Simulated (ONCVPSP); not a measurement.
## Te, ONCV: configuration errors across variants

tellurium, optimised norm-conserving Vanderbilt (ONCV), made with ONCVPSP 4.0.1 (PBE, scalar-relativistic). Core [Kr], reference 4d10 5s1 5p5. Waves: 5s: rc 1.65 bohr, ncon 4, nbas 7, qcut 3.3 1/bohr, 2 projectors, debl 1.1 Ha; 5p: rc 1.70 bohr, ncon 5, nbas 9, qcut 5.8 1/bohr, 2 projectors, debl 3.7 Ha; 4d: rc 1.40 bohr, ncon 4, nbas 8, qcut 9 1/bohr, 2 projectors, debl 2 Ha. Local part: polynomial inside 1.10 bohr (lpopt 5, dvloc0 4 Ha). Core correction: Teter function, fcfact 5.5, rcfact 1.75.

All-electron excitation energies from the reference (eV): (1) 4d10 5s2 5p4 -9.255; (2) 4d10 5s2 5p3 0.474; (3) 4d10 5s2 5p2 18.399; (4) 4d10 5s1 5p4 10.316.

A true bound ghost makes a file unfit for plane-wave use even where its test errors are small: the radial tests pick states by their node count and pass the ghost by.

Errors AE − PS in meV (a dash: test not solved or not reliable):

```tsv
change	(1)	(2)	(3)	(4)	bound ghosts	GHOST(+) flags above zero
base	-4.0	-6.6	-15	-3.1	s, p	p
core correction Teter function, fcfact 1.5, rcfact 1.75	-0.3	-3.0	-7.3	-2.3	s, p	p
core correction Teter function, fcfact 2.1, rcfact 1.75	-1.0	-3.7	-8.3	-2.3	s, p	p
core correction Teter function, fcfact 3, rcfact 1.75	-2.0	-4.7	-10.0	-2.5	s, p	p
core correction Teter function, fcfact 3.5, rcfact 1.75	-2.4	-5.1	-11	-2.6	s, p	p
core correction Teter function, fcfact 4.1, rcfact 1.75	-3.0	-5.6	-12	-2.7	s, p	p
core correction Teter function, fcfact 5, rcfact 1.75	-3.6	-6.3	-14	-2.9	s, p	p
core correction Teter function, fcfact 5.7, rcfact 1.75	-4.1	-6.7	-15	-3.1	s, p	p
core correction Teter function, fcfact 7.1, rcfact 1.75	-4.9	-7.6	-18	-3.5	s, p	p
core correction Teter function, fcfact 7.5, rcfact 1.75	-5.1	-7.8	-18	-3.6	s, p	p
```

Question: Give the same row for: core correction Teter function, fcfact 6.5, rcfact 1.75.

Answer: -4.6, -7.2, -16, -3.3; bound ghosts: s, p; GHOST(+) flags above zero: p.
